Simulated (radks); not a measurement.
Problem. Valence configurations of the magnesium ion Mg+ (all share [Ne]). Method: scalar-relativistic Kohn-Sham, PBE, spin-polarised, spherical densities, finite nucleus; open shells are filled with parallel spins first; Fermi nuclear charge, rms radius 3.057 fm; computed with a radial shooting solver on a logarithmic mesh with Libxc functionals. Order these by energy: 3s1; 3p1; 3s0.5 3p0.5.

Solution. From the lowest, in eV above it: 3s1 0.000; 3s0.5 3p0.5 2.210; 3p1 4.417. NIST lists [Ne] 3s1 as the ground configuration; this level of theory agrees among the configurations tried. The energies are those of spherical high-spin densities, not of single terms.
